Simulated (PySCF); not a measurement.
Isomers of C8H9PS, one GFN2-xTB conformer each. Single-point energies are computed at PBE0/pcSseg-1 (PySCF, gas phase, no added dispersion term), electronic only.

```
              SMILES  GFN2-xTB relative energy (kJ/mol)
   C#Cc1pc(C(C)C)cs1                              310.0
  C=C/C(C)=P\c1ccsc1                              291.6
  S=[PH]1Cc2ccccc2C1                                0.0
     CC#CP(C)c1ccsc1                              307.6
S=[P@@H]1CCc2ccccc21                                4.8
   C1=CCP(c2cccs2)C1                              192.6
     CC#CP(C)c1cccs1                              307.8
     C#CCP(C)c1cccs1                              333.1
```

Conformers: `[CH:1]#[C:2][c:3]1[p:4][c:5]([CH:6]([CH3:7])[CH3:8])[cH:9][s:10]1` with P4–C5–C6–C7 -118°; `[CH2:1]=[CH:2]/[C:3]([CH3:4])=[P:5]\[c:6]1[cH:7][cH:8][s:9][cH:10]1` with C1–C2–C3–C4 12°, C3–P5–C6–C7 -133°; `[S:1]=[PH:2]1[CH2:3][c:4]2[cH:5][cH:6][cH:7][cH:8][c:9]2[CH2:10]1` with S1–P2–C3–C4 155°, P2–C3–C4–C5 159°, C8–C9–C10–P2 -159°, S1–P2–C10–C9 -155°; `[CH3:1][C:2]#[C:3][P:4]([CH3:5])[c:6]1[cH:7][cH:8][s:9][cH:10]1` with C3–P4–C6–C7 56°; `[S:1]=[P@@H:2]1[CH2:3][CH2:4][c:5]2[cH:6][cH:7][cH:8][cH:9][c:10]21` with S1–P2–C3–C4 -152°, P2–C3–C4–C5 30°, C3–C4–C5–C6 159°, S1–P2–C10–C9 -36°; `[CH:1]1=[CH:2][CH2:3][P:4]([c:5]2[cH:6][cH:7][cH:8][s:9]2)[CH2:10]1` with C3–P4–C5–C6 -134°, C1–C2–C3–P4 -13°, C2–C3–P4–C5 -82°, C3–P4–C10–C1 -16°, C2–C1–C10–P4 13°; `[CH3:1][C:2]#[C:3][P:4]([CH3:5])[c:6]1[cH:7][cH:8][cH:9][s:10]1` with C3–P4–C6–C7 44°; `[CH:1]#[C:2][CH2:3][P:4]([CH3:5])[c:6]1[cH:7][cH:8][cH:9][s:10]1` with C2–C3–P4–C5 72°, C3–P4–C6–C7 131°.

What does PBE0/pcSseg-1 give for the same structures?

```tsv
SMILES	PBE0/pcSseg-1 E (Eh)	PBE0/pcSseg-1 (kJ/mol)	GFN2-xTB (kJ/mol)	point group
S=[PH]1Cc2ccccc2C1	-1049.13570	0.0	0.0	Cs
S=[P@@H]1CCc2ccccc21	-1049.13351	5.7	4.8	C1
C1=CCP(c2cccs2)C1	-1049.07580	157.3	192.6	Cs
C=C/C(C)=P\c1ccsc1	-1049.04225	245.4	291.6	C1
CC#CP(C)c1cccs1	-1049.02750	284.1	307.8	C1
CC#CP(C)c1ccsc1	-1049.02733	284.5	307.6	C1
C#Cc1pc(C(C)C)cs1	-1049.02265	296.8	310.0	Cs
C#CCP(C)c1cccs1	-1049.01869	307.2	333.1	C1
```

Both levels put the same isomer lowest; measured from each level's own lowest isomer, the values differ by up to 46.2 kJ/mol (C=C/C(C)=P\c1ccsc1: 291.6 against 245.4). As drawn, the highest has a C≡C bond, which the lowest lacks. Neighbours about 10 kJ/mol apart or less (S=[PH]1Cc2ccccc2C1 and S=[P@@H]1CCc2ccccc21; CC#CP(C)c1cccs1 and CC#CP(C)c1ccsc1; C#Cc1pc(C(C)C)cs1 and C#CCP(C)c1cccs1) can change places with a better method, another conformer or zero-point energy.

Which frontier levels, dipoles and rotational constants go with these structures?

```json
{"SMILES": "S=[PH]1Cc2ccccc2C1", "HOMO (eV, PBE0/pcSseg-1)": "-6.63", "LUMO (eV)": "-0.80", "dipole (D)": "4.67", "A, B, C (MHz)": "3232, 557.1, 487.1"}
{"SMILES": "S=[P@@H]1CCc2ccccc21", "HOMO (eV, PBE0/pcSseg-1)": "-6.56", "LUMO (eV)": "-1.06", "dipole (D)": "4.99", "A, B, C (MHz)": "1869, 770.7, 569.6"}
{"SMILES": "C1=CCP(c2cccs2)C1", "HOMO (eV, PBE0/pcSseg-1)": "-6.84", "LUMO (eV)": "-0.83", "dipole (D)": "0.80", "A, B, C (MHz)": "2058, 811.6, 697.1"}
{"SMILES": "C=C/C(C)=P\\c1ccsc1", "HOMO (eV, PBE0/pcSseg-1)": "-6.32", "LUMO (eV)": "-2.02", "dipole (D)": "1.19", "A, B, C (MHz)": "1982, 587.8, 486.5"}
{"SMILES": "CC#CP(C)c1cccs1", "HOMO (eV, PBE0/pcSseg-1)": "-6.21", "LUMO (eV)": "-0.52", "dipole (D)": "1.99", "A, B, C (MHz)": "1687, 623.2, 491.5"}
{"SMILES": "CC#CP(C)c1ccsc1", "HOMO (eV, PBE0/pcSseg-1)": "-6.36", "LUMO (eV)": "-0.44", "dipole (D)": "1.72", "A, B, C (MHz)": "1586, 588.1, 474.5"}
{"SMILES": "C#Cc1pc(C(C)C)cs1", "HOMO (eV, PBE0/pcSseg-1)": "-6.62", "LUMO (eV)": "-1.96", "dipole (D)": "1.70", "A, B, C (MHz)": "2267, 590.7, 520.8"}
{"SMILES": "C#CCP(C)c1cccs1", "HOMO (eV, PBE0/pcSseg-1)": "-7.00", "LUMO (eV)": "-0.94", "dipole (D)": "1.34", "A, B, C (MHz)": "2397, 555.1, 533.0"}
```
